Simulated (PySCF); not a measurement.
F5Nb (SMILES [F][Nb]([F])([F])([F])[F]), singlet, geometry from GFN2-xTB (such geometries of metal compounds can be far from the true shape) (core potentials on Nb); DF-B3LYP/def2-SV(P) (PySCF).

PySCF was given this input:
```python
from pyscf import gto, scf, dft

mol = gto.Mole()
mol.atom = '''
    Nb   -0.000000   -0.000000    0.000000
    F     1.478714   -0.914668   -0.530257
    F    -0.329884    0.246599    1.770522
    F    -1.148830    0.668069   -1.240266
    F    -0.928719   -1.524184    0.039250
    F     0.928719    1.524184   -0.039250
'''
mol.basis = 'def2-sv(p)'
mol.ecp = {'Nb': 'def2-sv(p)'}
mol.charge = 0
mol.spin = 0
mol.verbose = 5
mol.build()

mf = dft.RKS(mol)
mf.xc = 'b3lyp'
mf = mf.density_fit(auxbasis='def2-universal-jkfit')
mf.kernel()
```

Problem. Predict the main parts of the log of this PySCF run.

Solution. 
```
PySCF version 2.14.0

[INPUT] verbose = 5
[INPUT] max_memory = 4000
[INPUT] num. atoms = 6
[INPUT] num. electrons = 58
[INPUT] charge = 0
[INPUT] spin (= nelec alpha-beta = 2S) = 0
[INPUT] symmetry False subgroup None
[INPUT] Mole.unit = angstrom
[INPUT] Symbol           X                Y                Z      unit          X                Y                Z       unit  Magmom
[...]
[INPUT] ---------------- BASIS SET ----------------
[INPUT] l, kappa, [nprim/nctr], expnt,             c_1 c_2 ...
[INPUT] F
[...]
                                435.4193912       -0.039904258866
                                98.843328866      -0.17912768038
                                27.485198001      -0.46758090825
                                8.5405498171      -0.4465313102
[...]
                                4.9872339257      -0.23754317067
                                1.3491613954      -0.51287353587
[...]
[INPUT] Nb
[...]
                                4.586438          1.5736372883
                                3.75377           0.36380422981
[...]
                                2.237964          0.53570598017
                                0.80801969671     0.63102216351
                                0.35783343432     0.30205908942
[...]
                                1.566343848       0.20374310496
                                0.66952425826     0.42997453105
                                0.27140946867     0.417997548476
[...]
nuclear repulsion = 325.325790577169
number of shells = 40
number of NR pGTOs = 170
number of NR cGTOs = 94
basis = def2-sv(p)
ecp = {'Nb': 'def2-sv(p)'}

******** <class 'pyscf.df.df_jk.DFRKS'> ********
method = DFRKS
initial guess = minao
damping factor = 0
level_shift factor = 0
DIIS = <class 'pyscf.scf.diis.CDIIS'>
diis_start_cycle = 1
diis_space = 8
diis_damp = 0
SCF conv_tol = 1e-09
SCF conv_tol_grad = None
SCF max_cycles = 50
direct_scf = False
XC library pyscf.dft.libxc version 7.1.2
    S. Lehtola, C. Steigemann, M. J. T. Oliveira, and M. A. L. Marques,  SoftwareX 7, 1–5 (2018)
XC functionals = b3lyp
    P. J. Stephens, F. J. Devlin, C. F. Chabalowski, and M. J. Frisch,  J. Phys. Chem. 98, 11623 (1994)
radial grids:
    Treutler-Ahlrichs [JCP 102, 346 (1995); DOI:10.1063/1.469408] (M4) radial grids

becke partition: Becke, JCP 88, 2547 (1988); DOI:10.1063/1.454033
pruning grids: <function nwchem_prune>
grids dens level: 3
symmetrized grids: False
atomic radii adjust function: <function treutler_atomic_radii_adjust>
small_rho_cutoff = 0
Set gradient conv threshold to 3.16228e-05
Initial guess from minao.
Density of valence part of ANO basis will be used as initial guess for Nb
atom Nb rad-grids = 95, ang-grids = [ 50  50  50  50  50  50  50  50  50  50  50  50  50  50  50  50  50  50
  50  50  50  50  50  50  50  50  50  50  50  86  86  86  86  86  86  86
  86  86  86  86  86  86  86  86 350 350 350 350 350 350 350 350 350 350
 350 434 434 434 434 434 434 434 434 434 434 434 434 434 434 434 434 434
 434 434 434 434 434 350 350 350 350 350 350 350 350 350 350 350 350 350
 350 350 350 350 350]
atom F rad-grids = 75, ang-grids = [ 50  50  50  50  50  50  50  50  50  50  50  50  50  50  50  50  50  50
  50  50  50  50  86  86  86  86  86  86  86  86  86 266 266 266 266 266
 266 302 302 302 302 302 302 302 302 302 302 302 302 302 302 302 302 302
 302 302 266 266 266 266 266 266 266 266 266 266 266 266 266 266 266 266
 266 266 266]
tot_boxes 2548, boxes in each direction [11 12 12]
Padding 4 grids
tot grids = 93752
nelec by numeric integration = 57.22882421827285
******** <class 'pyscf.df.df.DF'> ********
auxbasis = def2-universal-jkfit
num shells = 174, num cGTOs = 640
size of aux basis 640
int3c2e [1/1], AO [0:40], nrow = 4465
E1 = -1412.4901984586234  E2 = 538.0477711285266  Ecoul = 595.8488779128379  Exc = -57.80110678431126
init E= -549.116636752927
cond(S) = 196.0146098437829
[...]
  mo_energy =
[-2.51351691e+01 -2.51349872e+01 -2.51243045e+01 -2.51243038e+01
 -2.51242558e+01 -3.03974330e+00 -2.10943489e+00 -2.08813398e+00
 -2.08813379e+00 -1.58255031e+00 -1.55686884e+00 -1.52254958e+00
 -1.52254911e+00 -1.50905648e+00 -9.10481648e-01 -8.83354432e-01
 -8.83349126e-01 -8.70048896e-01 -8.70047538e-01 -8.32715883e-01
 -8.01535245e-01 -8.01526174e-01 -7.93534426e-01 -7.80493106e-01
 -7.79503979e-01 -7.79498983e-01 -7.78684193e-01 -7.63893398e-01
 -7.63884431e-01 -5.54914419e-01 -5.54911708e-01 -4.98649158e-01
 -4.98647980e-01 -3.78811003e-01 -2.40396442e-01 -1.40890098e-01
 -1.40888924e-01 -1.27902384e-01 -5.05740621e-02  2.37761482e-02
  2.37773536e-02  3.06015203e-02  3.06031074e-02  7.49621812e-02
  7.63172585e-02  1.05804842e-01  1.05809588e-01  6.42442787e-01
  7.88270903e-01  8.44402111e-01  8.44410937e-01  8.83306836e-01
  9.39977284e-01  9.39988530e-01  9.58524697e-01  1.00229532e+00
  1.00230081e+00  1.04066712e+00  1.06173395e+00  1.09540439e+00
  1.09541637e+00  1.11380477e+00  1.11380604e+00  1.30851603e+00
  1.39930008e+00  1.50353798e+00  1.50354230e+00  1.61269517e+00
  2.63231884e+00  2.63232114e+00  2.63462285e+00  2.63594524e+00
  2.63595154e+00  2.63684461e+00  2.66921519e+00  2.66926937e+00
  2.67813867e+00  2.67816309e+00  2.67901507e+00  2.68060176e+00
  2.68061655e+00  2.70066809e+00  2.70070040e+00  2.72055553e+00
  2.72056087e+00  2.72314494e+00  2.72997575e+00  2.72997862e+00
  2.78906276e+00  2.78906687e+00  2.78966803e+00  2.79317353e+00
  2.98102249e+00  3.56718970e+01]
nelec by numeric integration = 58.00005158624006
E1 = -1447.4258574934802  E2 = 566.2207790890262  Ecoul = 626.1882202968035  Exc = -59.96744120777725
cycle= 1 E= -555.879287827285  delta_E= -6.76  |g|= 0.934  |ddm|= 3.97
[...]
  mo_energy =
[-2.45734403e+01 -2.45734346e+01 -2.45733180e+01 -2.44926395e+01
 -2.44925164e+01 -2.24836990e+00 -1.36670654e+00 -1.35855500e+00
 -1.35855434e+00 -1.11201580e+00 -1.07976154e+00 -1.06817376e+00
 -1.06817156e+00 -1.00769680e+00 -4.47184304e-01 -4.41897176e-01
[...]
  2.97443030e+00  2.98899905e+00  3.00406636e+00  3.00633427e+00
  3.00635927e+00  3.00877542e+00  3.00880200e+00  3.01204155e+00
  3.01208193e+00  3.03803242e+00  3.03806617e+00  3.04691813e+00
  3.05427333e+00  3.05428136e+00  3.07027091e+00  3.07027212e+00
  3.12620663e+00  3.13328378e+00  3.13328848e+00  3.13709259e+00
  3.34087169e+00  3.59009288e+01]
nelec by numeric integration = 58.00005057601315
E1 = -1439.9050774908285  E2 = 558.5048559872146  Ecoul = 617.7606377945364  Exc = -59.25578180732176
cycle= 7 E= -556.074430926444  delta_E= -2.66e-06  |g|= 0.000177  |ddm|= 0.00235
[...]
  mo_energy =
[-2.47367372e+01 -2.47367341e+01 -2.47366214e+01 -2.47202142e+01
 -2.47200990e+01 -2.53536973e+00 -1.61864791e+00 -1.60748073e+00
 -1.60748011e+00 -1.20288280e+00 -1.19775666e+00 -1.16979455e+00
 -1.16979331e+00 -1.13877033e+00 -5.65496353e-01 -5.44128363e-01
 -5.44124650e-01 -5.40317280e-01 -5.40315786e-01 -5.08054002e-01
 -4.76227560e-01 -4.76223287e-01 -4.74174064e-01 -4.69097402e-01
 -4.57619943e-01 -4.57611036e-01 -4.45012875e-01 -4.42369409e-01
 -4.42358655e-01 -1.21503228e-01 -1.21501766e-01 -8.06171351e-02
 -8.06159790e-02 -2.27715409e-02  3.66917279e-02  3.66961467e-02
  4.62808242e-02  6.43267342e-02  1.92901658e-01  2.56399977e-01
  2.56401975e-01  2.60924696e-01  2.60941321e-01  2.89102613e-01
  3.58840594e-01  3.78383152e-01  3.78396208e-01  1.00473665e+00
  1.07316250e+00  1.12638267e+00  1.12639027e+00  1.15309827e+00
  1.21426547e+00  1.22659413e+00  1.22661167e+00  1.28986857e+00
  1.28988029e+00  1.32611681e+00  1.35481370e+00  1.38186860e+00
  1.38188422e+00  1.38620662e+00  1.38620784e+00  1.63809923e+00
  1.72535531e+00  1.80893403e+00  1.80893693e+00  1.92538746e+00
  2.96446374e+00  2.97071489e+00  2.97071730e+00  2.97440976e+00
  2.97441603e+00  2.98899307e+00  3.00404768e+00  3.00631835e+00
  3.00634332e+00  3.00876345e+00  3.00878998e+00  3.01203645e+00
  3.01207693e+00  3.03802368e+00  3.03805740e+00  3.04689976e+00
  3.05425531e+00  3.05426338e+00  3.07025946e+00  3.07026067e+00
  3.12618807e+00  3.13327108e+00  3.13327578e+00  3.13707339e+00
  3.34085915e+00  3.59008335e+01]
nelec by numeric integration = 58.000050575982485
E1 = -1439.9053041413595  E2 = 558.5050826297328  Ecoul = 617.7608167317882  Exc = -59.25573410205538
cycle= 8 E= -556.074430934457  delta_E= -8.01e-09  |g|= 1.96e-05  |ddm|= 0.000197
[...]
  mo_energy =
[-2.47367343e+01 -2.47367309e+01 -2.47366184e+01 -2.47202168e+01
 -2.47201016e+01 -2.53536932e+00 -1.61864807e+00 -1.60747995e+00
 -1.60747934e+00 -1.20288399e+00 -1.19775549e+00 -1.16979211e+00
 -1.16979083e+00 -1.13877282e+00 -5.65497395e-01 -5.44128366e-01
 -5.44124641e-01 -5.40314993e-01 -5.40313478e-01 -5.08052722e-01
 -4.76226522e-01 -4.76222249e-01 -4.74172214e-01 -4.69094593e-01
 -4.57620760e-01 -4.57611860e-01 -4.45015135e-01 -4.42369413e-01
 -4.42358623e-01 -1.21502908e-01 -1.21501459e-01 -8.06159763e-02
 -8.06148203e-02 -2.27710506e-02  3.66921685e-02  3.66965847e-02
  4.62805018e-02  6.43267137e-02  1.92901579e-01  2.56400791e-01
  2.56402790e-01  2.60924763e-01  2.60941383e-01  2.89102397e-01
  3.58840864e-01  3.78383789e-01  3.78396832e-01  1.00473704e+00
  1.07316465e+00  1.12638250e+00  1.12639012e+00  1.15309722e+00
  1.21426758e+00  1.22659556e+00  1.22661314e+00  1.28986911e+00
  1.28988084e+00  1.32611479e+00  1.35481396e+00  1.38186709e+00
  1.38188272e+00  1.38620859e+00  1.38620982e+00  1.63810004e+00
  1.72535425e+00  1.80893542e+00  1.80893824e+00  1.92538669e+00
  2.96446611e+00  2.97071586e+00  2.97071821e+00  2.97440986e+00
  2.97441612e+00  2.98899077e+00  3.00405046e+00  3.00632037e+00
  3.00634541e+00  3.00876417e+00  3.00879065e+00  3.01203502e+00
  3.01207545e+00  3.03802317e+00  3.03805694e+00  3.04690249e+00
  3.05425642e+00  3.05426444e+00  3.07025935e+00  3.07026055e+00
  3.12619041e+00  3.13327060e+00  3.13327530e+00  3.13707458e+00
  3.34085799e+00  3.59008337e+01]
nelec by numeric integration = 58.00005057602407
E1 = -1439.9052873739374  E2 = 558.5050658622256  Ecoul = 617.7607977302987  Exc = -59.25573186807312
cycle= 9 E= -556.074430934542  delta_E= -8.5e-11  |g|= 2.61e-06  |ddm|= 1.77e-05
[...]
  mo_energy =
[-2.47367346e+01 -2.47367317e+01 -2.47366190e+01 -2.47202160e+01
 -2.47201007e+01 -2.53536896e+00 -1.61864773e+00 -1.60747965e+00
 -1.60747903e+00 -1.20288364e+00 -1.19775553e+00 -1.16979230e+00
 -1.16979111e+00 -1.13877224e+00 -5.65497047e-01 -5.44128166e-01
 -5.44124466e-01 -5.40315156e-01 -5.40313687e-01 -5.08052756e-01
 -4.76226514e-01 -4.76222240e-01 -4.74172444e-01 -4.69094866e-01
 -4.57620470e-01 -4.57611557e-01 -4.45014583e-01 -4.42369279e-01
 -4.42358567e-01 -1.21502618e-01 -1.21501138e-01 -8.06158660e-02
 -8.06147100e-02 -2.27710169e-02  3.66921689e-02  3.66965906e-02
  4.62805891e-02  6.43269040e-02  1.92901785e-01  2.56400807e-01
  2.56402803e-01  2.60924866e-01  2.60941495e-01  2.89102516e-01
  3.58841007e-01  3.78383885e-01  3.78396958e-01  1.00473724e+00
  1.07316443e+00  1.12638263e+00  1.12639022e+00  1.15309749e+00
  1.21426729e+00  1.22659547e+00  1.22661298e+00  1.28986916e+00
  1.28988085e+00  1.32611524e+00  1.35481403e+00  1.38186746e+00
  1.38188308e+00  1.38620838e+00  1.38620959e+00  1.63810010e+00
  1.72535457e+00  1.80893528e+00  1.80893828e+00  1.92538697e+00
  2.96446583e+00  2.97071583e+00  2.97071830e+00  2.97440995e+00
  2.97441625e+00  2.98899129e+00  3.00405019e+00  3.00632029e+00
  3.00634518e+00  3.00876415e+00  3.00879078e+00  3.01203537e+00
  3.01207586e+00  3.03802347e+00  3.03805713e+00  3.04690222e+00
  3.05425631e+00  3.05426443e+00  3.07025953e+00  3.07026075e+00
  3.12619023e+00  3.13327083e+00  3.13327552e+00  3.13707455e+00
  3.34085836e+00  3.59008345e+01]
nelec by numeric integration = 58.00005057602609
E1 = -1439.9052863360077  E2 = 558.5050648243026  Ecoul = 617.7607973553878  Exc = -59.25573253108514
Extra cycle  E= -556.074430934536  delta_E= 6.59e-12  |g|= 5.54e-06  |ddm|= 5.26e-06
converged SCF energy = -556.074430934536
```
